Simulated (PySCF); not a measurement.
## Two-dimensional NMR puzzle

Compound of formula C₁₀H₁₆. Correlations simulated from computed shifts and the bond graph:

HSQC (one-bond C–H):
```
  δH     δC
4.88  112.6
4.83  112.6
2.61   28.0
2.21   28.2
2.18   54.5
2.09   28.0
1.80   27.5
1.70   27.5
1.69   42.7
1.41   28.2
1.20   27.9
0.72   24.0
```

COSY cross peaks (H two or three bonds apart, from the bond graph; peaks can be absent where the dihedral angle is near 90°):
```
  δH    δH
4.88  4.83
2.61  2.09
2.61  1.80
2.61  1.70
2.21  2.18
2.21  1.69
2.21  1.41
2.18  1.41
2.09  1.80
2.09  1.70
1.80  1.70
1.80  1.69
1.70  1.69
1.69  1.41
```

HMBC (two and three bonds, from the bond graph):
```
  δH                                                δC
4.88                                 163.1, 54.5, 28.0
4.83                                 163.1, 54.5, 28.0
2.61                    163.1, 112.6, 54.5, 42.7, 27.5
2.21                     163.1, 54.5, 42.7, 42.7, 27.5
2.18  163.1, 112.6, 42.7, 42.7, 28.2, 28.0, 27.9, 24.0
2.09                    163.1, 112.6, 54.5, 42.7, 27.5
1.80                     163.1, 42.7, 42.7, 28.2, 28.0
1.70                     163.1, 42.7, 42.7, 28.2, 28.0
1.69          54.5, 42.7, 28.2, 28.0, 27.9, 27.5, 24.0
1.41                     163.1, 54.5, 42.7, 42.7, 27.5
1.20                            54.5, 42.7, 42.7, 24.0
0.72                            54.5, 42.7, 42.7, 27.9
```

Carbons without hydrogens: δ 163.1, 42.7.

Calculated, not measured (PySCF 2.14): PBE0-D3(BJ)/def2-SVP structure, σ from GIAO-B3LYP/pcSseg-1. Relativity neglected, fast rotation and ring inversion assumed for equivalent nuclei, in vacuum, one computed conformer.

Referencing at the same level of theory: ¹H, ¹³C vs TMS.

Exchangeable hydrogens are left out of these lists.

Question: Assemble the structure.

Answer: beta-pinene (SMILES C=C1CC[C@H]2C[C@@H]1C2(C)C).

Atom-mapped SMILES (the numbers label the heavy atoms): `[CH2:1]=[C:2]1[CH2:3][CH2:4][C@H:5]2[CH2:6][C@@H:7]1[C:8]2([CH3:9])[CH3:10]`; H(Xn) means a hydrogen on atom n. Ha(C6) is cis to C2 on the ring; Ha(C1) is cis to C3; Ha(C3), Ha(C4) are cis to C8 on the ring; Hb(C6) is trans to C2 on the ring; Hb(C1) is trans to C3; Hb(C3), Hb(C4) are trans to C8 on the ring.

- δC 163.1 is C2, a fully substituted alkene carbon.
- δC 112.6 is C1, a terminal =CH2 carbon (δH 4.83, 4.88).
- δC 54.5 is C7, an allylic sp3 CH (δH 2.18).
- δC 42.7 is C8, a quaternary sp3 carbon in a ring.
- δC 42.7 is C5, an sp3 CH in a ring (δH 1.69).
- δC 28.2 is C6, an sp3 CH2 in a ring (δH 1.41, 2.21).
- δC 28.0 is C3, an allylic sp3 CH2 (δH 2.61, 2.09).
- δC 27.9 is C10, a methyl carbon (δH 1.20).
- δC 27.5 is C4, an sp3 CH2 in a ring (δH 1.70, 1.80).
- δC 24.0 is C9, a methyl carbon (δH 0.72).
- HMBC from δH 4.88 reaches the proton-free carbon C2.
- HMBC from δH 4.83 reaches the proton-free carbon C2.
- HMBC from δH 2.61 reaches the proton-free carbon C2.
- HMBC from δH 2.21 reaches the proton-free carbons C2, C8.
- COSY links 4.88–4.83, 2.61–2.09, 2.61–1.80, 2.61–1.70, 2.21–2.18, 2.21–1.69.

The shifts were computed for this structure.

Shifts are as computed. Against solution values, carbons near 30 ppm lie about +2 ppm off and those near 130 ppm about +6 ppm. Of 1211 compounds with measured shifts, 218 miss one by over three times the rms of a fit or turn the order of signals round; such compounds aren't used in these exercises.
